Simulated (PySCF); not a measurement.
H$_{7}$NSi$_{2}$, charge +1, doublet, at a GFN2-xTB geometry (a state made from the parent by changing its charge; the spin is typed, not shown lowest), atoms displaced at random by about 0.08 Å a coordinate; TPSS/STO-3G, gradient in PySCF.

The PySCF input:
```python
from pyscf import gto, scf, dft

mol = gto.Mole()
mol.atom = '''
    Si    1.688638   -0.082923    0.264169
    N     0.051314   -0.611988   -0.349560
    Si   -1.616119    0.358267   -0.167350
    H     2.533760   -0.064142   -0.932524
    H     1.534211    0.999754    1.245525
    H     1.869838   -1.378466    0.931440
    H    -0.200646   -1.167662   -0.922481
    H    -2.376686   -0.571523    0.198124
    H    -1.880000    0.910801   -1.473913
    H    -1.479359    1.622306    0.989707
'''
mol.basis = 'sto-3g'
mol.charge = 1
mol.spin = 1
mol.verbose = 4
mol.build()

mf = dft.UKS(mol)
mf.xc = 'tpss'
mf.kernel()
g = mf.nuc_grad_method()
g.grid_response = True
grad = g.kernel()
```

What the program printed (banner, timings and long lists left out):

```
PySCF version 2.14.0

[INPUT] verbose = 4
[INPUT] num. atoms = 10
[INPUT] num. electrons = 41
[INPUT] charge = 1
[INPUT] spin (= nelec alpha-beta = 2S) = 1
[INPUT] symmetry False subgroup None
[INPUT] Mole.unit = angstrom
[INPUT] Symbol           X                Y                Z      unit          X                Y                Z       unit  Magmom
[INPUT]  1 Si     1.688638000000  -0.082923000000   0.264169000000 AA    3.191063343533  -0.156701759427   0.499207060600 Bohr   0.0
[INPUT]  2 N      0.051314000000  -0.611988000000  -0.349560000000 AA    0.096969406356  -1.156489711520  -0.660572664103 Bohr   0.0
[INPUT]  3 Si    -1.616119000000   0.358267000000  -0.167350000000 AA   -3.054022294706   0.677026509470  -0.316245666946 Bohr   0.0
[INPUT]  4 H      2.533760000000  -0.064142000000  -0.932524000000 AA    4.788112465378  -0.121210813082  -1.762214964584 Bohr   0.0
[INPUT]  5 H      1.534211000000   0.999754000000   1.245525000000 AA    2.899238607295   1.889261251938   2.353701131299 Bohr   0.0
[INPUT]  6 H      1.869838000000  -1.378466000000   0.931440000000 AA    3.533481717304  -2.604923212025   1.760166501465 Bohr   0.0
[INPUT]  7 H     -0.200646000000  -1.167662000000  -0.922481000000 AA   -0.379165987989  -2.206561386062  -1.743236445115 Bohr   0.0
[INPUT]  8 H     -2.376686000000  -0.571523000000   0.198124000000 AA   -4.491285624088  -1.080021943890   0.374400098703 Bohr   0.0
[INPUT]  9 H     -1.880000000000   0.910801000000  -1.473913000000 AA   -3.552685114182   1.721164443980  -2.785291901436 Bohr   0.0
[INPUT] 10 H     -1.479359000000   1.622306000000   0.989707000000 AA   -2.795583349910   3.065714030239   1.870275173565 Bohr   0.0

nuclear repulsion = 150.468123915185
number of shells = 20
number of NR pGTOs = 90
number of NR cGTOs = 30
basis = sto-3g
ecp = {}

******** <class 'pyscf.dft.uks.UKS'> ********
method = UKS
initial guess = minao
damping factor = 0
level_shift factor = 0
DIIS = <class 'pyscf.scf.diis.CDIIS'>
diis_start_cycle = 1
diis_space = 8
diis_damp = 0
SCF conv_tol = 1e-09
SCF conv_tol_grad = None
SCF max_cycles = 50
direct_scf = True
direct_scf_tol = 1e-13
number electrons alpha = 21  beta = 20
XC library pyscf.dft.libxc version 7.1.2
    S. Lehtola, C. Steigemann, M. J. T. Oliveira, and M. A. L. Marques,  SoftwareX 7, 1–5 (2018)
XC functionals = tpss
    J. Tao, J. P. Perdew, V. N. Staroverov, and G. E. Scuseria,  Phys. Rev. Lett. 91, 146401 (2003)
    J. P. Perdew, J. Tao, V. N. Staroverov, and G. E. Scuseria,  J. Chem. Phys. 120, 6898 (2004)
    J. Tao, J. P. Perdew, V. N. Staroverov, and G. E. Scuseria,  Phys. Rev. Lett. 91, 146401 (2003)
    J. P. Perdew, J. Tao, V. N. Staroverov, and G. E. Scuseria,  J. Chem. Phys. 120, 6898 (2004)
radial grids:
    Treutler-Ahlrichs [JCP 102, 346 (1995); DOI:10.1063/1.469408] (M4) radial grids

becke partition: Becke, JCP 88, 2547 (1988); DOI:10.1063/1.454033
pruning grids: <function nwchem_prune>
grids dens level: 3
symmetrized grids: False
atomic radii adjust function: <function treutler_atomic_radii_adjust>
small_rho_cutoff = 0
Set gradient conv threshold to 3.16228e-05
tot grids = 120920
init E= -630.116801235843

cycle= 1 E= -630.171806927716  delta_E= -0.055  |g|= 0.264  |ddm|= 2.44
cycle= 2 E= -630.143565482516  delta_E= 0.0282  |g|= 0.346  |ddm|= 0.889
cycle= 3 E= -630.225594689055  delta_E= -0.082  |g|= 0.047  |ddm|= 0.526
cycle= 4 E= -630.227214795257  delta_E= -0.00162  |g|= 0.0218  |ddm|= 0.117
cycle= 5 E= -630.227579021239  delta_E= -0.000364  |g|= 0.00356  |ddm|= 0.0383
cycle= 6 E= -630.227593371938  delta_E= -1.44e-05  |g|= 0.000962  |ddm|= 0.00944
cycle= 7 E= -630.227594340419  delta_E= -9.68e-07  |g|= 0.00026  |ddm|= 0.00242
cycle= 8 E= -630.227594408396  delta_E= -6.8e-08  |g|= 6.13e-05  |ddm|= 0.000646
cycle= 9 E= -630.227594412398  delta_E= -4e-09  |g|= 1.11e-05  |ddm|= 0.00015
cycle= 10 E= -630.227594412589  delta_E= -1.91e-10  |g|= 3.6e-06  |ddm|= 3.46e-05
Extra cycle  E= -630.227594412598  delta_E= -9.55e-12  |g|= 3.66e-06  |ddm|= 1.39e-05
converged SCF energy = -630.227594412598  <S^2> = 0.75359289  2S+1 = 2.0035897

******** <class 'pyscf.grad.uks.Gradients'> for <class 'pyscf.dft.uks.UKS'> ********
unit = Eh/Bohr
grid_response = True
--------------- UKS gradients ---------------
         x                y                z
0 Si    -0.0011435902     0.0361853340    -0.0055898390
1 N    -0.0595174571    -0.3186006332    -0.2659805350
2 Si    -0.1093792059    -0.1593278967    -0.0295668959
3 H     0.0031982851    -0.0086027191    -0.0051632704
4 H     0.0011638269     0.0024824626     0.0146064865
5 H    -0.0088719634    -0.0071681234    -0.0027428415
6 H     0.0860336600     0.2812816250     0.2719106333
7 H     0.0893238055     0.1073860965    -0.0391036065
8 H    -0.0027413894     0.0033789014     0.0070128172
9 H     0.0019340285     0.0629849528     0.0546170513
----------------------------------------------
```
